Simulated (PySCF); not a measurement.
Compound: C₃H₅BF₂.
SMILES with atom numbers: `[F:1][B:2]([F:3])[CH:4]1[CH2:5][CH2:6]1` (hydrogens: H7 on C4; H8, H9 on C5; H10, H11 on C6)

A GFN2-xTB structure was refined with PBE0-D3(BJ)/def2-SVP geometry optimisation, gas phase (PySCF 2.14.0). Its GFN2-xTB values:

| coordinate | GFN2-xTB |
| --- | --- |
| F1–B2 | 1.403 Å |
| B2–C4 | 1.438 Å |
| C4–C5 | 1.591 Å |
| C4–H7 | 1.085 Å |
| C5–C6 | 1.472 Å |
| C5–H8 | 1.031 Å |
| C5–H9 | 1.145 Å |
| F1–B2–F3 | 115.1° |
| F1–B2–C4 | 122.0° |
| B2–C4–C5 | 122.0° |
| F3–B2–C4 | 122.9° |
| C4–C5–C6 | 63.2° |
| C5–C4–C6 | 54.7° |
| F1–B2–C4–C5 | -150° |
| B2–C4–C6–C5 | 110° |

Task: How do these coordinates change at the PBE0-D3(BJ)/def2-SVP level?

Result: 
```json
{"coordinate": "B2–C4", "PBE0-D3(BJ)/def2-SVP (Å or °)": "1.538", "change": "+0.100"}
{"coordinate": "F1–B2", "PBE0-D3(BJ)/def2-SVP (Å or °)": "1.322", "change": "-0.081"}
{"coordinate": "C4–C5", "PBE0-D3(BJ)/def2-SVP (Å or °)": "1.520", "change": "-0.071"}
{"coordinate": "C5–H8", "PBE0-D3(BJ)/def2-SVP (Å or °)": "1.093", "change": "+0.062"}
{"coordinate": "C5–H9", "PBE0-D3(BJ)/def2-SVP (Å or °)": "1.093", "change": "-0.052"}
{"coordinate": "C5–C6", "PBE0-D3(BJ)/def2-SVP (Å or °)": "1.481", "change": "+0.009"}
{"coordinate": "C4–H7", "PBE0-D3(BJ)/def2-SVP (Å or °)": "1.093", "change": "+0.008"}
{"coordinate": "B2–C4–C5", "PBE0-D3(BJ)/def2-SVP (Å or °)": "117.8", "change": "-4.2"}
{"coordinate": "C5–C4–C6", "PBE0-D3(BJ)/def2-SVP (Å or °)": "58.3", "change": "+3.6"}
{"coordinate": "C4–C5–C6", "PBE0-D3(BJ)/def2-SVP (Å or °)": "60.9", "change": "-2.3"}
{"coordinate": "F3–B2–C4", "PBE0-D3(BJ)/def2-SVP (Å or °)": "120.6", "change": "-2.3"}
{"coordinate": "F1–B2–C4", "PBE0-D3(BJ)/def2-SVP (Å or °)": "123.3", "change": "+1.3"}
{"coordinate": "F1–B2–F3", "PBE0-D3(BJ)/def2-SVP (Å or °)": "116.1", "change": "+1.0"}
{"coordinate": "B2–C4–C6–C5", "PBE0-D3(BJ)/def2-SVP (Å or °)": "107", "change": "-3"}
{"coordinate": "F1–B2–C4–C5", "PBE0-D3(BJ)/def2-SVP (Å or °)": "-148", "change": "+2"}
```

The energy falls by 13.7 kcal/mol over 8 energy and gradient evaluations, the largest force component goes from 0.1114 to 3.4e-04 Eh/bohr, and the atoms move by 0.060 Å rms after alignment. The bond that changes most is B2–C4 (three-coordinate boron to sp3 carbon bound to boron), which lengthens by 0.100 Å. Bonds longer at the end by more than 0.005 Å: 5 of 11; shorter: 6. Rotational constants go from 6978, 2394, 2067 to 6976, 2478, 2129 MHz.

The run used 109 basis functions and 52 SCF cycles in all. The run took 30 s of wall time on an Arm Neoverse V1 with one thread, shared host with 64 logical CPUs at a one-minute load of 53, and the process peaked at 0.43 GiB of memory.

Stationary, but not proved a minimum. The numbers are those of one conformer.

Conformer computed: `[F:1][B:2]([F:3])[CH:4]1[CH2:5][CH2:6]1`: F1–B2–C4–C5 -148°.
